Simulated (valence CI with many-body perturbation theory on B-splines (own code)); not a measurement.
Values are calculated unless marked as measured or tabulated.
From CI to CI+MBPT in W³⁵⁺

Method: configuration interaction combined with many-body perturbation theory (CI+MBPT): three valence electrons over a frozen Dirac-Fock core [Kr], radial functions for each j: 9 s, 9 p, 10 d, 8 f, 5 g, 3 h, 1 i, with the one-electron correlation potential Σ1 (screened to all orders), the two-electron term Σ2, the three-electron term Σ3, Breit, model QED; selected single and double excitations, second order for the rest (own B-spline code, finite nucleus).

The last digits are not significant, and no measured levels were compared; by estimate large intervals hold to a few tenths of a per cent, small ones and those within an open d or f shell to about a per cent. Only levels of the ground parity were solved; by the run's estimate the other parity begins above the list, which can be wrong where configurations are misplaced.

Each rung adds one term. CI alone is the Dirac-Coulomb CI over the frozen core; QED comes last and gives the full result, which names the levels. Energies are above (4d3/2^3) J=3/2 on the same rung, in eV.

Levels are named by their leading jj configuration (3d3/2^4 stands for four electrons in 3d with j = 3/2), which in mixed levels can hold well under half, so a name can repeat and another be missing. Letters in brackets count levels of one name in rising energy.

```tsv
Level	CI alone	Σ1	Σ2	Σ3	Breit	QED	Full
(4d3/2^2 4d5/2) J=5/2 [a]	15.245	+0.0895	+0.0400	+0.0236	-0.3893	+0.0484	15.057
(4d3/2^2 4d5/2) J=3/2	17.710	+0.0864	-0.0736	+0.0568	-0.3538	+0.0467	17.473
(4d3/2^2 4d5/2) J=7/2	19.386	+0.0955	-0.1763	-0.0152	-0.4750	+0.0502	18.865
(4d3/2^2 4d5/2) J=9/2	19.901	+0.0931	-0.3071	-0.0061	-0.5020	+0.0483	19.227
(4d3/2^2 4d5/2) J=1/2	19.755	+0.0883	-0.1343	+0.0551	-0.3771	+0.0477	19.434
(4d3/2^2 4d5/2) J=5/2 [b]	27.896	+0.0999	-0.2278	-0.0456	-0.4204	+0.0535	27.356
(4d3/2 4d5/2^2) J=7/2 [a]	34.246	+0.1768	+0.0045	+0.0020	-0.7827	+0.0957	33.743
(4d3/2 4d5/2^2) J=9/2	36.104	+0.1822	-0.1197	+0.0220	-0.8642	+0.0977	35.422
(4d3/2 4d5/2^2) J=3/2 [a]	37.551	+0.1774	+0.0646	-0.0252	-0.7319	+0.0966	37.133
(4d3/2 4d5/2^2) J=1/2	38.663	+0.1787	-0.0157	+0.0609	-0.7527	+0.0971	38.231
(4d3/2 4d5/2^2) J=5/2 [a]	39.895	+0.1722	-0.2790	-0.0751	-0.7263	+0.0931	39.080
(4d3/2 4d5/2^2) J=11/2	40.243	+0.1847	-0.4200	-0.0038	-0.9225	+0.0973	39.179
(4d3/2 4d5/2^2) J=5/2 [b]	42.631	+0.1845	-0.2303	-0.0768	-0.7958	+0.0987	41.811
(4d3/2 4d5/2^2) J=7/2 [b]	43.486	+0.1812	-0.4349	-0.0525	-0.8212	+0.0962	42.455
(4d3/2 4d5/2^2) J=3/2 [b]	49.677	+0.1895	+0.0807	-0.0687	-0.7629	+0.1023	49.218
(4d5/2^3) J=9/2	54.705	+0.2695	-0.0105	-0.0209	-1.2078	+0.1458	53.881
(4d5/2^3) J=3/2	60.067	+0.2607	-0.1390	-0.0673	-1.0900	+0.1416	59.173
(4d5/2^3) J=5/2	63.701	+0.2629	+0.1601	-0.1103	-1.0948	+0.1434	63.062
```

The middle columns are the shifts that each term adds.

**Question.** How does the ionisation energy move along the ladder, and which term matters most?

**Answer.** CI alone 1505.7, + Σ1 1508.5, + Σ2 1510.2, + Σ3 1510.2, + Breit 1509.3, + QED 1509.3 eV. The largest step is Σ1, 2.8 eV. NIST lists 1512.4 ± 1.5 eV (semi-empirical).
